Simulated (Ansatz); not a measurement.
Calculated with Ansatz (gas phase, PBE0-D4/def2-TZVP geometries, no zero-point term in ΔE). CCSD(T)/CBS adds triple-zeta CCSD(T) − MP2 to the extrapolated MP2 energy (def2 sets, frozen cores). This one scheme is used for every species, atoms too. DFT in def2-TZVPP. No spin–orbit coupling; open shells (•) take unrestricted orbitals. Spin–orbit coupling would lower the free atoms: a little for C, O; clearly for Se. For Se outer-core shells are correlated without core-valence functions, so the limit isn't a true one: a few kJ/mol of doubt a bond, and 10 to 20 or more in all where bonds break to atoms. Scalar relativity is left out up to krypton. Each species was taken in one conformer, which may not be the lowest.

Consider the atomization: `COC[SeH]` → 2 C• + 6 H• + O• + Se•.

`COC[SeH]`:

Z-matrix (Å, degrees):
```
C
O 1 1.405
H 1 1.096 2 111.0
H 1 1.089 2 107.1 3 119.2
H 1 1.099 2 111.1 3 -121.6
C 2 1.379 1 114.1 3 64.8
Se 6 1.981 2 115.7 1 -70.8
H 6 1.095 2 112.5 1 52.0
H 6 1.089 2 107.5 1 173.0
H 7 1.468 6 95.9 2 92.0
```

```
   species  PBE0-D4 energy (Eh)
`COC[SeH]`          -2556.18254
        C•            -37.80537
        H•             -0.50104
        O•            -75.01860
       Se•          -2401.20505
```

Q: Work out ΔE.

A: ΔE = 6 × (-0.50104) + 2 × (-37.80537) + (-75.01860) + (-2401.20505) − (-2556.18254) = 1.34191 Eh = +3523.2 kJ/mol. CCSD(T)/CBS gives +3522.9 kJ/mol.

Largest T1 diagnostic among the species: 0.010.

In def2-TZVPP, CCSD(T) changes the Hartree–Fock value by +952.2 kJ/mol (the triples alone add +55.8 kJ/mol) and MP2 by +994.3 kJ/mol; breaking electron pairs costs correlation energy, which Hartree–Fock lacks. From PBE to PBE0 (25 % exact exchange), in def2-TZVPP and without D4, ΔE moves by −73.1 kJ/mol: exact exchange takes away binding that semilocal exchange gives to molecules.

For atomizations the MP2-based limit and the directly extrapolated one differ by several kJ/mol either way, and by 10 to 25 for some Ge, Se and Sn compounds, so smaller differences from it don't rank the levels.
